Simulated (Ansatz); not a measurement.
**Question.** Name a neutral molecule of C, Sb, Si and H with HOMO–LUMO gap (PBE/def2-TZVPP) between 4.50 and 4.80 eV and ideal-gas entropy at 298 K and 1 bar (rigid rotor, harmonic PBE0-D4/def2-TZVP) between 347 and 363 J/(mol·K) (Ansatz, PBE0-D4/def2-TZVP geometry).

**Answer.** `[CH3][SbH][SiH3]` (4.72 eV, 348 J/(mol·K)). Other molecules can fit too; these were computed, each in one conformer that needn't be the lowest.
